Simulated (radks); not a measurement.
Tl IV, 78 electrons, occupied as [Kr] 4d10 4f14 5s2 5p5 5d10 6s1 (not the ground configuration).

All-electron calculation, scalar-relativistic Kohn-Sham, BLYP, spin-polarised, spherical densities, finite nucleus; open shells are filled with parallel spins first (spin-orbit coupling, left out, can overturn this in heavy ions); Fermi nuclear charge, rms radius 5.4759 fm. Program: a radial shooting solver on a logarithmic mesh with Libxc functionals.

Energy parts (eV):
part                       energy
total                  -550678.12
kinetic                 619871.67
electron-nucleus      -1370179.86
Hartree                 209917.18
exchange-correlation    -10287.11

Orbitals (lengths in bohr, moments of r in powers of bohr):
| orbital | occ. | eigenvalue (eV) | <r^2> |
|---|---|---|---|
| 1s up | 1 | -85626.78 | 0.0003690 |
| 1s down | 1 | -85626.60 | 0.0003690 |
| 2s up | 1 | -15277.57 | 0.005606 |
| 2s down | 1 | -15277.47 | 0.005606 |
| 2p up | 3 | -13150.96 | 0.004754 |
| 2p down | 3 | -13150.82 | 0.004754 |
| 3s up | 1 | -3674.533 | 0.03608 |
| 3s down | 1 | -3674.415 | 0.03608 |
| 3p up | 3 | -3062.133 | 0.03727 |
| 3p down | 3 | -3062.001 | 0.03727 |
| 3d up | 5 | -2426.107 | 0.03087 |
| 3d down | 5 | -2425.977 | 0.03087 |
| 4s up | 1 | -848.3881 | 0.1731 |
| 4s down | 1 | -848.1707 | 0.1731 |
| 4p up | 3 | -647.5389 | 0.1981 |
| 4p down | 3 | -647.3122 | 0.1980 |
| 4d up | 5 | -411.7141 | 0.2232 |
| 4d down | 5 | -411.4518 | 0.2230 |
| 5s up | 1 | -166.8478 | 0.8527 |
| 5s down | 1 | -165.7812 | 0.8526 |
| 4f up | 7 | -150.7117 | 0.2620 |
| 4f down | 7 | -150.3764 | 0.2613 |
| 5p up | 3 | -111.3800 | 1.119 |
| 5p down | 2 | -110.3051 | 1.120 |
| 5d up | 5 | -48.8567 | 1.964 |
| 5d down | 5 | -47.8319 | 1.967 |
| 6s up | 1 | -37.4372 | 5.052 |
| 6s down | 0 | -36.5082 | 5.122 |

The highest occupied level is 6s up at -37.437 eV. Summed over all electrons, <r^2> = 40.09 bohr^2, which gives a Langevin (diamagnetic) susceptibility term of -31.7 x 10^-6 cm^3/mol. Spin moment in Bohr magnetons: 2. The electron density at the nucleus is 2.721e+06 e/bohr^3 (large components only).
